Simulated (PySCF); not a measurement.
Below is a simulated gas-phase S 2p photoelectron spectrum of (FAlS)3 ring (Al3F3S3).

Every computed line was given a Gaussian of 0.6 eV full width at half maximum and an area set by the number of equivalent atoms (split 2:1 within a doublet); the highest printed point is 100. Computed with delta-SCF UKS SCAN, pcX-2 on the ionised atom, pcseg-1 elsewhere, spin-free X2C (PySCF 2.14.0).

binding energy (eV), intensity and a bar:
```
    168.6          1 
    168.7          2 
    168.8          5 #
    168.9         12 ####
    169.0         25 #######
    169.1         45 #############
    169.2         68 ####################
    169.3         89 ###########################
    169.4        100 ##############################
    169.5         96 #############################
    169.6         79 ########################
    169.7         56 #################
    169.8         34 ##########
    169.9         18 #####
    170.0         10 ###
    170.1          8 ##
    170.2         11 ###
    170.3         20 ######
    170.4         31 #########
    170.5         42 #############
    170.6         49 ###############
    170.7         49 ###############
    170.8         42 #############
    170.9         31 #########
    171.0         20 ######
    171.1         11 ###
    171.2          5 #
    171.3          2 #
    171.4          1 
    171.5          0
```

How many maxima does the curve show, and how many computed lines lie under it?

The curve has 2 maxima (at 169.4 and 170.6 eV). Under it lie 2 lines from 1 inequivalent sulfur site, drawn as a 2p3/2, 2p1/2 pair.

Decompose the envelope and assign each component. Bonds: Al1–F2, Al1–S3, Al1–S9, S3–Al4, Al4–F5, Al4–S6, S6–Al7, Al7–F8, Al7–S9.

| position (eV) | relative area | line | atoms | environment |
| --- | --- | --- | --- | --- |
| 169.42 | 2.00 | S 2p3/2 | S3/S6/S9 | sulfur bonded to 2 Al |
| 170.65 | 1.00 | S 2p1/2 | S3/S6/S9 | sulfur bonded to 2 Al |

What are the centre and the root-mean-square width of the whole band?

The area-weighted mean of the lines is 169.83 eV. Their own spread about it is 0.58 eV (rms) and each Gaussian has σ = 0.6/2.355 = 0.25 eV; the variances add, which gives 0.63 eV.

Shake-up satellites, vibrational structure and lifetime widths aren't simulated. The first atom of each set that the bonding makes equivalent was ionised and stands for the set. 2p3/2 and 2p1/2 are the ΔSCF energy of one spin-free 2p hole plus the eigenvalues of a spin–orbit and ligand-field matrix of the shell. 2p1/2 minus 2p3/2 (ligand field included): S 1.23 eV. The structure is a single PBE0-D3(BJ)/def2-SVP conformer in the gas phase; no vibrational or solvent corrections.
